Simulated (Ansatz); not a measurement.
Ideal-gas functions of CH3AlBFSe, SMILES `FB1[CH2][AlH][Se]1` at 600 K and 1 bar, from an Ansatz frequency run at PBE0-D4/def2-TZVP.

Molar mass 150.79 g/mol, point group C1 (symmetry number 1), electronic degeneracy 1, moments of inertia 167.925, 189.218, 344.696 u Å². Harmonic wavenumbers (cm⁻¹, unscaled): 78, 281, 315, 377, 406, 456, 526, 563, 614, 650, 855, 952, 1014, 1323, 1393, 1961, 3046, 3148.

Use S(trans) = R[1.5 ln M + 2.5 ln T − 1.1517]; rotational temperatures θ = 24.2544 K / I; S(rot) = R[ln(√π/σ · √(T³/θAθBθC)) + 1.5]; for each mode x = 1.438777 ν̃/T, S = R[x/(eˣ − 1) − ln(1 − e⁻ˣ)] and H = RT x/(eˣ − 1); 1 cm⁻¹ = 0.0119627 kJ/mol; R = 8.31446 J/(mol·K).

Problem. By hand: the entropy, in J/(mol·K).

Solution. Translation 185.9. Rotation: θ = 0.1444, 0.1282, 0.0704 K, giving 124.6. Vibration, mode by mode: 22.27, 11.75, 10.84, 9.43, 8.86, 7.97, 6.91, 6.42, 5.81, 5.42, 3.66, 3.05, 2.71, 1.51, 1.32, 0.43, 0.05, 0.04, in all 108.5. Electronic 0.0. Sum 419.0 J/(mol·K).

Problem. By hand: H − E and G − E in kJ/mol, counted from the electronic energy.

Solution. Zero-point energy ½ × 17958 × 0.0119627 = 107.4; thermal vibration 34.8; translation, rotation and pV give 4 RT = 20.0. H − E = 162.2 kJ/mol, and G − E = 162.2 − 600 × 419.0/1000 = -89.2 kJ/mol.

Vibration gives 26 % of the entropy, 22.3 J/(mol·K) of it from the mode under 150 cm⁻¹: soft modes count most, and the harmonic formula is weakest for them. The sum counts one conformer and one mirror image; others add a mixing term.
